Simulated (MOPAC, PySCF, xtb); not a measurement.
Stepwise substitution at one centre (Si C2H5-SH). Gas-phase values, no solvent. One relaxed conformer stands for each flexible species; it need not be the lowest. Strings in code marks are SMILES.

Quantity: redistribution energy (mixed species minus the weighted end members), in kJ/mol. Semi-empirical values (MOPAC) are differences of heats of formation.

Level 1: PBE-D3(BJ)/def2-TZVP // PBE0-D4/def2-SVP (PySCF)
Level 2: PBE/6-31G* // PBE0-D4/def2-SVP (PySCF)
Level 3: AM1 // PBE0-D4/def2-SVP (MOPAC)
Level 4: GFN2-xTB (xtb)

```tsv
species	level 1	level 2	level 3	level 4
3 of 4 C2H5 replaced by SH: `CC[Si](S)(S)S`	…	…	-3.78	-18.20
2 of 4 C2H5 replaced by SH: `CC[Si](CC)(S)S`	…	-20.95	-5.15	-24.49
1 of 4 C2H5 replaced by SH: `[Si](CC)(S)(CC)CC`	-12.04	-14.16	-3.36	-16.45
```

Problem. What belongs in the gaps?

Solution. 
- 3 of 4 C2H5 replaced by SH: `CC[Si](S)(S)S`, level 1: -12.17
- 3 of 4 C2H5 replaced by SH: `CC[Si](S)(S)S`, level 2: -15.03
- 2 of 4 C2H5 replaced by SH: `CC[Si](CC)(S)S`, level 1: -15.56
